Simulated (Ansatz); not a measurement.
`[BH2][Ge]([F])([F])[AlH2]` and `[CH3][Ge]([F])([F])[AlH2]` differ in one atom or group.

Ansatz, PBE0-D4/def2-TZVP geometries, multiplicity 1. 

Scalar relativity is left out up to krypton.

```csv
property,`[BH2][Ge]([F])([F])[AlH2]`
size of the dipole moment (PBE/def2-TZVPP) / D,3.01
HOMO–LUMO gap (B3LYP/def2-TZVPP) / eV,4.11
HOMO energy (ωB97M-V/def2-TZVPP) / eV,-9.52
HOMO–LUMO gap (PBE/def2-TZVPP) / eV,2.39
HOMO–LUMO gap (PBE0/def2-TZVPP) / eV,4.51
size of the dipole moment (ωB97M-V/def2-TZVPP) / D,3.28
```

Q: Give the same properties after the change, and the shifts. (Best estimate.)

A: The calculation gave: 
```
                                          property  `[CH3][Ge]([F])([F])[AlH2]`  shift
    size of the dipole moment (PBE/def2-TZVPP) / D                         3.14   0.13
             HOMO–LUMO gap (B3LYP/def2-TZVPP) / eV                         4.86   0.75
             HOMO energy (ωB97M-V/def2-TZVPP) / eV                        -9.86  -0.34
               HOMO–LUMO gap (PBE/def2-TZVPP) / eV                         3.31   0.92
              HOMO–LUMO gap (PBE0/def2-TZVPP) / eV                         5.26   0.75
size of the dipole moment (ωB97M-V/def2-TZVPP) / D                         3.39   0.11
```

With PBE0 the HOMO falls by 0.30 eV and the LUMO rises by 0.46 eV, so the gap widens by about 0.76 eV. PBE moves the HOMO by -0.25 eV and ωB97M-V by -0.34 eV. Dipoles are sizes alone; their direction can turn.

B3LYP here is the variant with VWN-RPA as its local correlation; programs differ in this.
